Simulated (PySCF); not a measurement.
Do core-level shifts follow atomic charges?

SiHMe2(OEt), C4H12OSi.
Structure used (PBE0-D3(BJ)/def2-SVP), in Å, numbered top down from 1:
```xyz
18
C4H12OSi angstrom
Si     0.3365    1.0323    0.2753
H      0.2501    1.2686    1.7565
C      2.1320    0.7588   -0.1887
H      2.7394    1.6415    0.0679
H      2.2325    0.5762   -1.2703
H      2.5583   -0.1052    0.3449
C     -0.4114    2.4582   -0.6654
H     -1.4678    2.5967   -0.3903
H     -0.3627    2.2729   -1.7496
H      0.1259    3.3957   -0.4526
O     -0.5883   -0.3094   -0.1031
C     -0.4358   -1.5690    0.4973
C     -1.5999   -2.4558    0.1190
H      0.5144   -2.0390    0.1754
H     -0.3804   -1.4719    1.6006
H     -1.5002   -3.4516    0.5768
H     -2.5460   -2.0081    0.4576
H     -1.6528   -2.5738   -0.9735
```

Binding energies: delta-SCF UKS SCAN, pcX-2 on the ionised atom, pcseg-1 elsewhere, spin-free X2C in PySCF. Charges: PBE0/pcSseg-1 ground-state density, for the ionised atom.

```
atom                    environment  C 1s (eV)  Mulliken (e)  IAO (e)  Hirshfeld (e)  ESP (e)
  C3    carbon bonded to Si and 3 H     290.04        -0.656   -0.742         -0.219   -0.753
 C13     carbon bonded to C and 3 H     290.56        -0.285   -0.413         -0.121   -0.422
 C12  carbon bonded to C, O and 2 H     292.08        +0.021   -0.031         +0.009   +0.403
```

Task: Give the correlation coefficient and slope of binding energy on charge for each scheme.

Result: ESP: r = 1.00, slope 1.8 eV per e; Hirshfeld: r = 0.98, slope 9.1 eV per e; IAO: r = 0.97, slope 2.9 eV per e; Mulliken: r = 0.95, slope 3.0 eV per e. On 3 points no scheme stands out.

Task: The point-charge model writes a binding energy as kq + V + constant, with V the potential of the other atoms' charges at the site. What does it give with the ESP charges?

Result: V = Σ 14.40 eV Å × q/r over all other atoms: +10.11 eV at C3, +5.72 eV at C13, -6.12 eV at C12. Fitting binding energy − V to q gives k = 15.9 eV per e and leaves an rms residual of 0.14 eV, against 0.03 eV for the fit on q alone. The model has no term for differences in relaxation between sites.

Isolated species at its PBE0-D3(BJ)/def2-SVP geometry (one conformer only).
